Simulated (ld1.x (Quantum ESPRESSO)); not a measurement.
**iron, TM: configuration errors across variants**

* Element: iron
* Generator: ld1.x (Quantum ESPRESSO) 7.5
* Type: norm-conserving Troullier–Martins (Kleinman–Bylander form)
* Functional: PBE
* Relativity: scalar-relativistic
* Frozen core: [Ar]
* Valence charge: 8
* Reference configuration: 3d6 4s1 4p0 (charge +1)
* Partial waves: 4s (bound): rc 2.40 bohr; 4p (bound, empty): rc 2.40 bohr; 3d (bound): rc 1.15 bohr
* Local potential: the d channel
* Core correction: none

All-electron excitation energies from the reference (eV): (1) 3d6 4s2 4p0 -8.729; (2) 3d6 4s0 4p0 16.203; (3) 3d5 4s0 4p0 50.426; (4) 3d5 4s2 4p1 0.018; (5) 3d6 4s1.5 4p0 -5.245; (6) 3d6 4s1 4p1 -4.624; (7) 3d6.5 4s1.5 4p0 -9.456.

Tests that are not counted but printed errors over 1 eV. “all radii scaled by about 0.81 (s 1.94, p 1.94, d 0.94 bohr)”: 3d5 4s2 4p1 (solver errors, printed error -31.9 eV).

A true bound ghost makes a file unfit for plane-wave use even where its test errors are small: the radial tests pick states by their node count and pass the ghost by. Where a test does run into it, the solver fails or the error is huge.

Errors AE − PS in meV (a dash: test not solved or not reliable):

| change | (1) | (2) | (3) | (4) | (5) | (6) | (7) | bound ghosts |
| --- | --- | --- | --- | --- | --- | --- | --- | --- |
| base | +15 | +53 | +70 | -242 | +5.5 | +5.4 | +9.6 | s, p |
| all radii scaled by about 0.81 (s 1.94, p 1.94, d 0.94 bohr) | +16 | +53 | +86 | – | +5.8 | +6.6 | +14 | s, p |
| all radii scaled by about 1.13 (s 2.72, p 2.72, d 1.30 bohr) | +16 | +50 | +7.9 | -205 | +5.7 | +5.3 | +8.2 | s, p |
| all radii scaled by about 1.22 (s 2.92, p 2.92, d 1.40 bohr) | +16 | +44 | -57 | -164 | +5.6 | +5.6 | +7.1 | s, p |
| all radii scaled by about 1.35 (s 3.24, p 3.24, d 1.56 bohr) | +15 | +29 | -178 | -88 | +4.9 | +6.3 | +5.1 | s, p |

(1) Give the same row for: all radii scaled by about 0.89 (s 2.14, p 2.14, d 1.02 bohr).

Answers

(1) +15, +52, +89, –, +5.5, +5.9, +12; bound ghosts: s, p. Not counted: 3d5 4s2 4p1 (solver errors, printed error -32.7 eV).
